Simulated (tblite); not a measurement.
Potential energy surface of BeF₂, singlet: map of symmetric stretch and bend. Scanned: Be-F bond length and F-Be-F angle.

Cartesian coordinates as functions of the variables (Å; names that start with a are angles):
```
Be  0  0  0
F  r*sin(a/2)  0  r*cos(a/2)
F  -r*sin(a/2)  0  r*cos(a/2)
```

Computed with tblite 0.5.0 with GFN2-xTB, 300 K electronic temperature.

Energy in mEh above the lowest grid point; x is the Be-F bond length (Å), y the F-Be-F angle (°).

```csv
y \ x,1.17,1.26,1.33,1.40,1.47,1.54,1.61,1.68,1.75,1.81,1.86
180,82.8,18.6,1.1,0.0,8.9,23.8,41.9,61.8,82.4,100.1,114.8
173.95,83.1,18.8,1.2,0.1,9.1,23.9,42.0,61.9,82.5,100.2,114.9
165.32,84.2,19.7,2.0,0.8,9.7,24.4,42.5,62.4,82.9,100.6,115.2
156.68,86.5,21.4,3.5,2.1,10.8,25.5,43.5,63.2,83.7,101.4,116.0
148.04,90.0,24.1,5.7,4.0,12.5,27.0,44.9,64.5,84.9,102.5,117.0
139.41,95.0,27.8,8.7,6.6,14.8,29.0,46.7,66.2,86.5,103.9,118.4
130.77,102.3,32.9,12.9,10.1,17.8,31.6,49.0,68.3,88.4,105.8,120.1
122.14,112.8,40.2,18.6,14.8,21.7,35.0,52.0,71.0,90.8,108.0,122.2
113.50,128.2,50.8,26.7,21.2,27.0,39.5,55.9,74.4,93.9,110.8,124.9
104.86,151.8,66.6,38.7,30.5,34.4,45.6,61.0,78.8,97.8,114.4,128.2
96.23,189.3,91.8,57.4,44.8,45.5,54.5,68.4,85.0,103.1,119.1,132.5
85,277.2,151.5,102.1,78.4,71.3,74.5,84.3,97.9,113.9,128.4,140.9
```

Points that lie below all their neighbours on the grid: x = 1.40, y = 180 on the edge of the grid (0.0 mEh).
